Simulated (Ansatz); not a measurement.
Species: YI2, net charge 0, doublet state. SMILES: [I][Y][I]
Geometry from a B3LYP-D3(BJ)/def2-TZVP (Ansatz, a first-principles code) optimisation:
```xyz
3

Y      0.8137    -0.0105    -0.0018
I     -0.2771     2.0053    -1.6378
I     -0.3216    -1.9975     1.6391
```
Charge 0, spin multiplicity 2.

Wanted: vertical electron affinity to the singlet, in eV. Conventions: dispersion terms only where a functional's name holds one; each state is the SCF solution reached for its charge and spin; LANL2DZ with its own core potentials from Na on; valence correlation only (noble-gas shells and the d and f shells of earlier blocks); STO-3G and 3-21G all-electron and non-relativistic; def2 sets with scalar-relativistic core potentials past Kr; open shells spin-unrestricted; spin-orbit terms left out. First-principles rows: single points at B3LYP-D3(BJ) geometries (Ansatz).

```json
[
 {"level": "HF/LANL2DZ", "program": "Ansatz", "vertical electron affinity to the singlet (eV)": "1.01"},
 {"level": "PBE/LANL2DZ", "program": "Ansatz", "vertical electron affinity to the singlet (eV)": "1.64"},
 {"level": "B3LYP/STO-3G", "program": "Ansatz", "vertical electron affinity to the singlet (eV)": "-2.08"},
 {"level": "B3LYP/3-21G", "program": "Ansatz", "vertical electron affinity to the singlet (eV)": "1.53"},
 {"level": "B3LYP/LANL2DZ", "program": "Ansatz", "vertical electron affinity to the singlet (eV)": "1.76"},
 {"level": "MP2/LANL2DZ", "program": "Ansatz", "vertical electron affinity to the singlet (eV)": "1.27"},
 {"level": "B3LYP/def2-TZVPD", "program": "Ansatz", "vertical electron affinity to the singlet (eV)": "1.55"},
 {"level": "wB97M-V/def2-TZVPD", "program": "Ansatz", "vertical electron affinity to the singlet (eV)": "1.64"},
 {"level": "wB97X-V/def2-TZVPD", "program": "Ansatz", "vertical electron affinity to the singlet (eV)": "1.51"}
]
```

No value to compare with is used here. The 6 habitual levels span -2.08 (B3LYP/STO-3G) to 1.76 eV (B3LYP/LANL2DZ); wB97M-V/def2-TZVPD gives 1.64.

The levels are drawn from those run, B3LYP/6-31G* more often than the rest, none by its result; left out are runs that failed, that the program found above a lower state of the same kind, or whose <S^2> lies over 0.5 above the pure value.
